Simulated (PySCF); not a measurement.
Fill in the blanks.

Species: C3H7F2NSi2.
Numbering: `[CH:1]#[C:2][Si@@H:3]([F:4])[NH:5][SiH2:6][CH2:7][F:8]` (hydrogens: H9 on C1; H10 on Si3; H11 on N5; H12, H13 on Si6; H14, H15 on C7)

Cartesian coordinates in Å at the GFN2-xTB level; atoms count from 1:
```xyz
15
C3H7F2NSi2 angstrom
C      3.3038    1.1980    0.1122
C      2.6042    0.2636   -0.1725
Si     1.5412   -1.1672   -0.6447
F      2.0005   -2.4666    0.1907
N     -0.0850   -0.8329   -0.1683
Si    -0.8885    0.6700    0.1035
C     -2.7574    0.3053   -0.1113
F     -3.1286   -0.7750    0.6692
H      3.9156    2.0142    0.3702
H      1.6732   -1.5521   -2.0421
H     -0.6265   -1.6529    0.0656
H     -0.4875    1.6261   -0.9290
H     -0.6593    1.1919    1.4540
H     -3.3819    1.1418    0.2059
H     -3.0282    0.0437   -1.1367
```

```tsv
property	level	value
point group of the GFN2-xTB geometry	GFN2-xTB	C1
rotational constants A, B, C of the GFN2-xTB geometry	GFN2-xTB	?
dipole moment	CAM-B3LYP/def2-SVPD	?
HOMO energy	CAM-B3LYP/def2-SVPD	-9.27 eV
LUMO energy	CAM-B3LYP/def2-SVPD	?
lowest singlet excitation	TDDFT CAM-B3LYP/def2-SVPD	6.01 eV (206 nm, f = 0.000)
strongest line among the 8 lowest singlet transitions	TDDFT CAM-B3LYP/def2-SVPD	?
lowest triplet excitation (Tamm–Dancoff)	TDA CAM-B3LYP/def2-SVPD	5.02 eV
static isotropic polarisability	CAM-B3LYP/def2-SVPD	89.2 au
electronic spatial extent ⟨r²⟩ about the centre of nuclear charge	CAM-B3LYP/def2-SVPD	?
13C chemical shifts (computed TMS as zero) by class	GIAO PBE0/pcSseg-1	102.0 (C1), 87.2 (C2), 80.1 (C7) ppm
1H chemical shifts (computed TMS as zero) by class	GIAO PBE0/pcSseg-1	?
isotropic shieldings of nuclei other than C and H, by class	GIAO PBE0/pcSseg-1	?
```

The electronic properties come from PySCF, for the isolated species, density fitting.

Task: What are the 1H chemical shifts (computed TMS as zero) by class?

Result: 5.20 (H10), 5.13 (H13), 5.00 (H15), 4.88 (H14), 4.69 (H12), 1.98 (H9), 0.85 (H11) ppm.

Task: What are the isotropic shieldings of nuclei other than C and H, by class?

Result: 247 (N5), 335 (F4), 481 (F8), 387 (Si3), 392 (Si6) ppm.

Task: Give the electronic spatial extent ⟨r²⟩ about the centre of nuclear charge.

Result: 1854 bohr².

Task: The LUMO energy?

Result: 0.36 eV.

Task: Give the dipole moment.

Result: 2.95 D.

Task: What are the rotational constants A, B, C of the GFN2-xTB geometry?

Result: 2.358, 0.697, 0.569 GHz.

Task: Give the strongest line among the 8 lowest singlet transitions.

Result: S7 at 7.63 eV (162 nm, f = 0.022).

The polarisability is 13.22 Å³ as a volume (1 au = 0.148185 Å³), or 1.14 au for each of the 78 electrons. With B = h/(8π²I), that is 505.379 GHz u Å² over I, the principal moments of inertia are 214.4, 724.6 and 888.2 u Å² (most abundant isotopes); the inertial defect Ic − Ia − Ib is -50.8 u Å² (zero for a rigid planar frame, negative otherwise). In wavenumbers S1 is 48500 cm⁻¹ (1 eV = 8065.54 cm⁻¹). The rotational constants make it an asymmetric top with κ = (2B − A − C)/(A − C) = -0.86, nearer the prolate limit (−1).

One conformer stands for the species.
